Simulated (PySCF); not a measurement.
**Pm²³⁺: ionisation energy**

Pm²³⁺ [Kr] 4d2 [4d3/2^2, M_J = 2] → Pm²⁴⁺ [Kr] 4d1 [4d3/2^1, M_J = 3/2], as a difference of total energies. All numbers are calculated (PySCF 2.14, the two-component X2C-1e Hamiltonian, in an uncontracted even-tempered set (17 s from 1.7 bohr⁻², ratio 2.8; 14 p from 2.2 bohr⁻², ratio 2.8; 9 d from 2.2 bohr⁻², ratio 2.8; 4 f from 8 bohr⁻², ratio 3)). Correlated levels: [Ar] 3d10 frozen; the 92 highest virtual spinors dropped. "Screened" scales the spin-orbit matrix elements by Boettger's factors to mimic the two-electron term; Breit and QED terms are absent.

```
                    method  ionisation energy (eV)
 GHF (screened spin-orbit)                  728.62
GMP2 (screened spin-orbit)                  728.90
```

Q: How much does correlation contribute at GMP2 (screened spin-orbit)?

A: 728.90 − (728.62) = 0.28 eV, measured against GHF (screened spin-orbit).

Breit and QED terms and the two-electron picture change are absent.

The labels give the starting determinants; with spin-orbit coupling the two ends relaxed to ⟨J²⟩ = 6.09, ⟨L²⟩ = 10.60, ⟨S²⟩ = 1.62 and ⟨J²⟩ = 3.75, ⟨L²⟩ = 6.04, ⟨S²⟩ = 0.79.

For comparison: 730 ± 4 eV (theoretical estimate listed by NIST; NIST Atomic Spectra Database, ionization energies).
